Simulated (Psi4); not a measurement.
Cl3Sn (SMILES [Cl][Sn+]([Cl])[Cl]), charge +1, singlet, at a GFN2-xTB geometry (such geometries of metal compounds can be far from the true shape) (core potentials on Sn), atoms displaced at random by about 0.05 Å a coordinate; HF/def2-SV(P) (Psi4 1.11).

Input for Psi4:
```
memory 2 GB

molecule {
1 1
  Sn   -0.07968957    0.07179290   -0.03828779
  Cl    2.19389133   -0.30350241   -0.43688446
  Cl   -0.91783905   -1.05949541    1.79261365
  Cl   -1.25363087    1.20990758   -1.38133462
}

set basis def2-sv(p)

optimize('scf')
print_variables()
```

It wrote (shortened):

```
gradient() will perform analytic gradient computation.

   => Loading Basis Set <=

    Name: DEF2-SV(P)
    Role: ORBITAL
    Keyword: BASIS

    !!!  WARNING: ECP capability is in beta. Please check occupations closely.  !!!

         ---------------------------------------------------------
                                   SCF
               by Justin Turney, Rob Parrish, Andy Simmonett
                          and Daniel G. A. Smith
                              RHF Reference
         ---------------------------------------------------------

  ==> Geometry <==

    Molecular point group: c1
    Full point group: C1

    Geometry (in Angstrom), charge = 1, multiplicity = 1:

       Center              X                  Y                   Z               Mass
    ------------   -----------------  -----------------  -----------------  -----------------
         SN          -0.040674613824     0.057315097950    -0.013884013057   119.902201630000
         CL           2.232906286176    -0.317980212050    -0.412480683057    34.968852682000
         CL          -0.878824093824    -1.073973212050     1.817017426943    34.968852682000
         CL          -1.214615913824     1.195429777950    -1.356930843057    34.968852682000

  Running in c1 symmetry.

  Rotational constants: A =      0.06380  B =      0.06262  C =      0.03163 [cm^-1]
  Rotational constants: A =   1912.78814  B =   1877.22180  C =    948.25479 [MHz]
  Nuclear repulsion =  381.495432582033629

  Charge       = 1
  Multiplicity = 1
  Electrons    = 72
  Nalpha       = 36
  Nbeta        = 36

  ==> Algorithm <==

  SCF Algorithm Type is DF.
  DIIS enabled.
  MOM disabled.
  Fractional occupation disabled.
  Guess Type is SAD.
  Energy threshold   = 1.00e-08
  Density threshold  = 1.00e-08
  Integral threshold = 1.00e-12

  ==> Primary Basis <==

  Basis Set: DEF2-SV(P)
    Blend: DEF2-SV(P)
    Number of shells: 34
    Number of basis functions: 80
    Number of Cartesian functions: 85
    Spherical Harmonics?: true
    Max angular momentum: 2

  Core potential: DEF2-SV(P)
    Number of shells: 4
    Number of ECP primitives: 18
    Number of ECP core electrons: 28
    Max angular momentum: 3

   => Loading Basis Set <=

    Name: (DEF2-SV(P) AUX)
    Role: JKFIT
    Keyword: DF_BASIS_SCF

  ==> Integral Setup <==

  SCF_SUBTYPE=INCORE selected. In-core MEM_DF algorithm will be used.
  Using in-core AOs.

  ==> MemDFJK: Density-Fitted J/K Matrices <==

    J tasked:                   Yes
    K tasked:                   Yes
    wK tasked:                   No
    Algorithm:                 Core
    Schwarz Cutoff:           1E-12
    Mask sparsity (%):       6.5000
    Fitting Condition:        1E-10

   => Auxiliary Basis Set <=

  Basis Set: (DEF2-SV(P) AUX)
    Blend: DEF2-UNIVERSAL-JKFIT
    Number of shells: 160
    Number of basis functions: 602
    Number of Cartesian functions: 774
    Spherical Harmonics?: true
    Max angular momentum: 5

  Minimum eigenvalue in the overlap matrix is 2.5239878406E-02.
  Reciprocal condition number of the overlap matrix is 7.4414558712E-03.
    Using symmetric orthogonalization.

  ==> Pre-Iterations <==

  SCF Guess: Superposition of Atomic Densities via on-the-fly atomic UHF (no occupation information).

   -------------------------
    Irrep   Nso     Nmo
   -------------------------
     A         80      80
   -------------------------
    Total      80      80
   -------------------------

  ==> Iterations <==

                           Total Energy        Delta E     RMS |[F,P]|

   @DF-RHF iter SAD: -1589.89134628232159   -1.58989e+03   0.00000e+00
   @DF-RHF iter   1: -1591.11609613437213   -1.22475e+00   4.10847e-03 ADIIS/DIIS
   @DF-RHF iter   2: -1591.18654903308561   -7.04529e-02   2.56708e-03 ADIIS/DIIS
   @DF-RHF iter   3: -1591.20950478503960   -2.29558e-02   3.24237e-04 ADIIS/DIIS
   @DF-RHF iter   4: -1591.21041677531912   -9.11990e-04   9.94291e-05 DIIS
   @DF-RHF iter   5: -1591.21054191523149   -1.25140e-04   2.59893e-05 DIIS
   @DF-RHF iter   6: -1591.21055192629456   -1.00111e-05   7.68166e-06 DIIS
   @DF-RHF iter   7: -1591.21055274607102   -8.19776e-07   1.64403e-06 DIIS
   @DF-RHF iter   8: -1591.21055278520930   -3.91383e-08   6.69894e-07 DIIS
   @DF-RHF iter   9: -1591.21055279199618   -6.78688e-09   2.16758e-07 DIIS
   @DF-RHF iter  10: -1591.21055279274947   -7.53289e-10   5.39373e-08 DIIS
   @DF-RHF iter  11: -1591.21055279279608   -4.66116e-11   1.60997e-08 DIIS
   @DF-RHF iter  12: -1591.21055279279904   -2.95586e-12   4.75796e-09 DIIS
  Energy and wave function converged.

  ==> Post-Iterations <==

    Orbital Energies [Eh]
    ---------------------

    Doubly Occupied:

[...]
    Virtual:

[...]
    Final Occupation by Irrep:
              A
    DOCC [    36 ]
    NA   [    36 ]
    NB   [    36 ]

  @DF-RHF Final Energy: -1591.21055279279904

   => Energetics <=

    Nuclear Repulsion Energy =            381.4954325820336294
    One-Electron Energy =               -3024.9870739932971446
    Two-Electron Energy =                1052.2810886184645369
    Total Energy =                      -1591.2105527927990352

Computation Completed

Properties will be evaluated at   0.000000,   0.000000,   0.000000 [a0]

Properties computed using the SCF density matrix

 Multipole Moments:

 ------------------------------------------------------------------------------------
     Multipole            Electronic (a.u.)      Nuclear  (a.u.)        Total (a.u.)
 ------------------------------------------------------------------------------------

 L = 1.  Multiply by 2.5417464519 to convert [e a0] to [Debye]
 Dipole X            :         -3.1105929            2.7893968           -0.3211961
 Dipole Y            :          4.2725089           -3.9305733            0.3419355
 Dipole Z            :         -1.1302495            0.9521423           -0.1781071
 Magnitude           :                                                    0.5018057

[...]
  @DF-RHF Final Energy: -1591.22269242337961
    Total Energy =                      -1591.2226924233796126
  @DF-RHF Final Energy: -1591.22128445154476
    Total Energy =                      -1591.2212844515447614
  @DF-RHF Final Energy: -1591.22286072809175
    Total Energy =                      -1591.2228607280917458
  @DF-RHF Final Energy: -1591.22322021500077
    Total Energy =                      -1591.2232202150007652
  @DF-RHF Final Energy: -1591.22323366278511
    Total Energy =                      -1591.2232336627851055
  @DF-RHF Final Energy: -1591.22323532629935
    Total Energy =                      -1591.2232353262993456
[...]
         SN          -0.000212866584    -0.000113529152     0.000190710081   119.902201630000
         CL           2.195645789406    -0.258484803751    -0.425629139319    34.968852682000
         CL          -0.925408970606    -1.002122123108     1.791470784618    34.968852682000
         CL          -1.269506935773     1.260996198860    -1.366495557475    34.968852682000

  Nuclear repulsion =  381.354243298437495

  ==> Basis Set <==

  Basis Set: DEF2-SV(P)
    Blend: DEF2-SV(P)
    Number of shells: 34
    Number of basis functions: 80
    Number of Cartesian functions: 85
    Spherical Harmonics?: true
    Max angular momentum: 2

  Core potential: DEF2-SV(P)
    Number of shells: 4
    Number of ECP primitives: 18
    Number of ECP core electrons: 28
    Max angular momentum: 3

  ==> DFJKGrad: Density-Fitted SCF Gradients <==

    Gradient:                    1
    J tasked:                  Yes
    K tasked:                  Yes
    wK tasked:                  No
    Integrals threads:           1
    Schwarz Cutoff:          1E-12
    Fitting Condition:       1E-10

   => Auxiliary Basis Set <=

  Basis Set: (DEF2-SV(P) AUX)
    Blend: DEF2-UNIVERSAL-JKFIT
    Number of shells: 160
    Number of basis functions: 602
    Number of Cartesian functions: 774
    Spherical Harmonics?: true
    Max angular momentum: 5

  -Total Gradient:
     Atom            X                  Y                   Z
    ------   -----------------  -----------------  -----------------
       1       -0.000088463634    -0.000030991074     0.000071049889
       2        0.000069720480     0.000003329658    -0.000028196125
       3        0.000014035022     0.000004822746    -0.000010059555
       4        0.000004708134     0.000022838686    -0.000032794211

    			-----------------------------------------

    			 OPTKING 3.0: for geometry optimizations

    			     By R.A. King, Bethel University

    			        with contributions from

    			    A.V. Copan, J. Cayton, A. Heide

    			-----------------------------------------

	                            ===> Fragment 1 <==

	 Z (Atomic Numbers)          Masses                          Geom
	      50.000000            119.902202        -0.00040226 -0.00021454  0.00036039
	      17.000000            34.968853          4.14916921 -0.48846549 -0.80432250
	      17.000000            34.968853         -1.74876951 -1.89373636  3.38538914
	      17.000000            34.968853         -2.39902042  2.38293746 -2.58230236

	 - Coordinate -           - BOHR/RAD -       - ANG/DEG -
	 R(1,2)           =         4.254979           2.251638
	 R(1,3)           =         4.254484           2.251376
	 R(1,4)           =         4.254754           2.251519
	 B(2,1,3)         =         2.094584         120.010840
	 B(2,1,4)         =         2.093544         119.951207
	 B(3,1,4)         =         2.095057         120.037952
	 O(2,1,3,4)       =        -0.000082          -0.004696
	 O(3,1,2,4)       =         0.000082           0.004692
	 O(4,1,2,3)       =        -0.000082          -0.004695

	        --- Internal Coordinate Step in ANG or DEG, aJ/ANG or AJ/DEG ---
	-------------------------------------------------------------------------------
	           Coordinate      Previous         Force          Change          New
	           ----------      --------        ------          ------        ------
	               R(1,2)       2.25164       -0.00060       -0.00021       2.25143
	               R(1,3)       2.25138        0.00013        0.00010       2.25147
	               R(1,4)       2.25152       -0.00025       -0.00008       2.25144
	             B(2,1,3)     120.01084       -0.00000        0.00067     120.01151
	             B(2,1,4)     119.95121        0.00000        0.01518     119.96639
	             B(3,1,4)     120.03795       -0.00000       -0.01585     120.02211
	           O(2,1,3,4)      -0.00470        0.00000        0.00501       0.00031
	           O(3,1,2,4)       0.00469       -0.00000       -0.00500      -0.00031
	           O(4,1,2,3)      -0.00469        0.00000        0.00501       0.00031
	-------------------------------------------------------------------------------

	                                 ==> Convergence Check <==

	Measures of convergence in internal coordinates in au.

	Criteria marked as inactive (o), active & met (*), and active & unmet ( ).

	----------------------------------------------------------------------------------------------
	   Step    Total Energy     Delta E     Max Force     RMS Force      Max Disp      RMS Disp
	----------------------------------------------------------------------------------------------
	  Convergence Criteria     1.00e-06 *    3.00e-04 *             o    1.20e-03 *             o
	----------------------------------------------------------------------------------------------
	     7   -1591.22323533   -1.66e-06      7.29e-05 *    3.84e-05 o    3.93e-04 *    2.06e-04 o  ~
	----------------------------------------------------------------------------------------------

Next Geometry in Ang
	Fragment 1 (Ang)

	   Sn  -0.0000277823  -0.0000321256   0.0000935995
	   Cl   2.1956314836  -0.2585426634  -0.4255694666
	   Cl  -0.9254700341  -1.0020532847   1.7913636719
	   Cl  -1.2696166507   1.2609038165  -1.3663510069

    Final optimized geometry and variables:
    Molecular point group: c1
    Full point group: C1

    Geometry (in Angstrom), charge = 1, multiplicity = 1:

    SN          -0.000212866584    -0.000113529152     0.000190710081
    CL           2.195645789406    -0.258484803751    -0.425629139319
    CL          -0.925408970606    -1.002122123108     1.791470784618
    CL          -1.269506935773     1.260996198860    -1.366495557475

  Variable Map:
  ----------------------------------------------------------------------------
[...]
  Array Variable Map:
  ----------------------------------------------------------------------------
[...]
Optimizer: Optimization complete!
```
